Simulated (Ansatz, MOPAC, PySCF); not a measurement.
Complex: GeH4O2 (SMILES [OH][GeH2][OH]) (first 7 atoms) with CH4 (SMILES C); geometry from B3LYP-D3(BJ)/def2-TZVP, rigid monomers moved along the line of their centres of mass till H7···C8 is 2.96 Å.
(charge 0, multiplicity 1):
```xyz
12

O      1.004    -0.954    -0.010
Ge    -0.477     0.022    -0.242
O     -0.304     1.595     0.583
H      1.788    -0.539    -0.383
H     -0.678     0.403    -1.715
H     -1.577    -0.841     0.386
H     -0.199     1.500     1.536
C      0.446    -0.143     3.918
H      0.618    -0.684     4.847
H      0.916     0.839     3.990
H      0.879    -0.696     3.086
H     -0.629    -0.031     3.771
```

Counterpoise-corrected where a basis set is named; no monomer relaxation. Rows marked so take none.

Cores are frozen in the correlated methods. Filled d and f shells under p-block atoms count as core. Rows in 3-21G, 6-31G* carry no dispersion term and start afresh at each structure (6-31G* with six Cartesian d functions); the Pople sets are all-electron and without relativity. The state reached by PM6 isn't checked.

The values were computed with Ansatz (Gaussian orbitals); MOPAC for PM6 (differences of heats of formation); PySCF for 3-21G rows, 6-31G* rows, the dispersion terms. Values without a source in brackets are computed.

| level | interaction energy (kcal/mol) |
|---|---|
| PM6 | -0.65 |
| HF/3-21G (no counterpoise) | -1.24 |
| HF/aug-cc-pVDZ | -0.14 |
| PBE-D4/def2-TZVPPD | -1.76 |
| B3LYP/3-21G (no counterpoise) | -1.66 |
| B3LYP/6-31G* (no counterpoise) | -0.98 |
| B3LYP-D4/def2-TZVPPD | ___ |
| M06-2X/6-31G* (no counterpoise) | -1.77 |
| CCSD/aug-cc-pVDZ | ___ |

**Question.** Some entries are withheld; supply them.

**Answer.** 
- B3LYP-D4/def2-TZVPPD, interaction energy (kcal/mol): -1.51
- CCSD/aug-cc-pVDZ, interaction energy (kcal/mol): -1.07

Ansatz is an electronic-structure program.
